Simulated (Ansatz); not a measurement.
The cluster GaO3. The state is a doublet with charge 0. Geometry relaxed at r2SCAN-D4/def2-TZVP.

Cartesian coordinates in Å:
```
Ga -0.3218 -0.3369 -0.1444
O -1.4105 -1.4795 -0.6352
O 0.9308 1.1251 -0.2593
O 0.8014 0.6913 1.0388
```

The structure holds one bond between oxygen atoms, so isomers without such links may lie far lower. The relaxation made no stability test and no search for a lower SCF solution. The structure comes from a short search, and lower isomers may exist.

(1) Estimate the harmonic wavenumbers at UKS r2SCAN-D4/def2-TZVP (Ansatz, unscaled). Is this a minimum?

Answers

(1) 50, 151, 300, 513, 932, 1114 cm⁻¹. Yes, no mode is imaginary beyond noise. Zero-point energy 18.3 kJ/mol. Hardware: 4 threads of Arm Neoverse V2 on a shared host. Wall time 53 s.
